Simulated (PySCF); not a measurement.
Isomers C₇H₁₁ClSi₂:

A. SMILES CC#C[C@H]1[SiH2][SiH2]CC=C1Cl
B. `InChI=1S/C7H11ClSi2/c8-7-5-10(4-3-9-7)6-1-2-6/h3-6,10H,1-2,9H2/t10-/m0/s1`
C. SMILES C#C[Si@@H](C#C[SiH2]Cl)C(C)C
D. SMILES C=C(C)[Si@H]1C=C[SiH2]C(Cl)=C1

Spectrum 1. 1H NMR (300 MHz, computed): δ 7.46 (m, 1H), 7.31 (m, 1H), 7.17 (d, 1H), 6.07 (br s, 1H), 5.79 (br s, 1H), 4.96 (m, 1H), 4.66 (m, 1H), 4.62 (m, 1H), 1.90 (s, 3H). 13C{1H} NMR (computed): δ 157.7 (C), 157.0 (CH), 152.6 (CH), 152.5 (C), 147.1 (CH), 135.5 (CH2), 24.6 (CH3).

Spectrum 2. 1H NMR (300 MHz, computed): δ 5.29 (m, 1H), 5.26 (m, 1H), 4.74 (m, 1H), 1.94 (d, 1H), 1.37 (m, 3H), 1.22 (m, 1H), 1.22 (m, 3H). 13C{1H} NMR (computed): δ 118.0 (C), 115.2 (C), 104.1 (CH), 86.5 (C), 20.5 (CH), 19.7 (CH3), 19.5 (CH3).

Spectrum 3. 1H NMR (300 MHz, computed): δ 6.23 (m, 1H), 4.02 (m, 1H), 4.01 (m, 1H), 3.99 (m, 1H), 3.67 (m, 1H), 3.46 (m, 1H), 2.41 (m, 1H), 2.13 (m, 1H), 2.00 (s, 3H). 13C{1H} NMR (computed): δ 141.3 (C), 133.5 (CH), 87.2 (C), 82.0 (C), 24.8 (CH), 12.5 (CH2), 4.7 (CH3).

Spectrum 4. 1H NMR (300 MHz, computed): δ 7.55 (m, 1H), 7.31 (d, 1H), 7.18 (m, 1H), 4.62 (m, 1H), 4.60 (m, 1H), 4.21 (m, 1H), 0.75 (m, 1H), 0.72 (m, 1H), 0.34 (m, 1H), 0.33 (m, 1H), -0.25 (m, 1H). 13C{1H} NMR (computed): δ 157.0 (CH), 156.5 (C), 151.4 (CH), 147.9 (CH), 3.1 (CH2), 3.0 (CH2), -1.5 (CH).

Theoretical values (PySCF 2.14.0 with density-fitted response routines): NMR shieldings at PBE0/pcSseg-1/GIAO, GFN2-xTB structure. Rapidly exchanging positions averaged, a single conformation, relativity neglected, in vacuum.

References, each an isolated molecule treated in the same way: TMS for 1H, 13C. Where no couplings were computed, multiplicities follow the n + 1 count of equivalent neighbours, and m marks all less simple cases (inequivalent or close neighbours, rings, F or P nearby). Shifts are as computed. Against solution values, carbons near 30 ppm lie about +3 ppm off and those near 130 ppm about +5 ppm; carbons on Cl a further +6 ppm. Of 1211 compounds with measured shifts, 218 miss one by over three times the rms of a fit or turn the order of signals round; such compounds aren't used in these exercises. Carbons bonded to Cl come out too deshielded.

Q: Match each spectrum to its structure.

A: 1–D, 2–C, 3–A, 4–B.

- Spectrum 1 (D): 7 13C signals; δC 157.7 is a fully substituted alkene carbon; δC 157.0 is an alkene CH.
- Spectrum 2 (C): 7 13C signals; δC 104.1 is a terminal alkyne carbon; δC 86.5 is an alkyne carbon.
- Spectrum 3 (A): 7 13C signals; δC 141.3 is a fully substituted alkene carbon; δC 133.5 is an alkene CH.
- Spectrum 4 (B): 7 13C signals; δC 157.0 is an alkene CH; δC 156.5 is a fully substituted alkene carbon.
